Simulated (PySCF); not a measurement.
C4H3FO2. Atoms are numbered in the order given.

```xyz
10

O     -0.5492     2.3835     0.0000
C     -0.2457     1.2157     0.0000
C     -1.0648     0.0134     0.0000
C     -0.1898    -1.0175     0.0000
F     -0.4369    -2.2897     0.0000
O      1.0985    -0.7334     0.0000
C      1.1988     0.6931     0.0000
H     -2.1487    -0.0484     0.0000
H      1.7477     1.0138     0.8974
H      1.7477     1.0138    -0.8974
```

Geometry: PBE0-D3(BJ)/def2-SVP. Other conformers were not sampled.

All values below come from B3LYP/def2-TZVP in PySCF.

Symmetry labels are those of the subgroup Cs that the program uses (full group Cs).

Q: List the valence orbital energies around the gap with their symmetry. (Estimate from the structure and the level; the computed values follow.)

A: 
| orbital | symmetry | energy (eV) |
|---|---|---|
| HOMO−7 | A' | -13.07 |
| HOMO−6 | A' | -12.06 |
| HOMO−5 | A' | -11.89 |
| HOMO−4 | A' | -11.56 |
| HOMO−3 | A" | -10.96 |
| HOMO−2 | A" | -10.40 |
| HOMO−1 | A" | -7.38 |
| HOMO | A' | -7.27 |
| LUMO | A" | -1.39 |
| LUMO+1 | A' | 0.86 |
| LUMO+2 | A" | 1.10 |
| LUMO+3 | A' | 1.46 |
